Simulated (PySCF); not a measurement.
Substituent effects on chemical shifts

Parent skeleton `[CH2:1]=[CH:2][SiH:3]([NH2:4])[SiH2:5][OH:6]`; one hydrogen on atom 3 is replaced by X. Hydrogens on one atom are averaged.

[PySCF 2.14: σ from GIAO-PBE0/pcSseg-1; geometry from GFN2-xTB; no relativistic terms; one averaged value for each set of equivalent atoms; isolated molecule; a single conformation]

Chemical shifts δ = σref − σ; TMS for ¹³C (σref 186.93) and ²⁹Si (σref 349.16) and ¹H (σref 31.72); NH3 for ¹⁵N (σref 267.73); ¹⁷O (σref 336.08) vs H2O, all at this level.

Problem. Order these by the shift of O6, most shielded first.
A. X = allyl
B. X = vinyl
C. X = propynyl

Solution. A (-14.9 ppm), B (-12.6 ppm), C (-6.9 ppm).

Problem. Order these by the shift of H(C1), most shielded first.
A. X = ethynyl
B. X = allyl
C. X = vinyl

Solution. B (5.83 ppm), C (6.22 ppm), A (6.42 ppm).

Experimental scales use liquid or dissolved standards, which lie at an offset from isolated NH3 (liquid NH3: subtract about 20 ppm) and H2O (liquid H2O: subtract about 36 ppm).
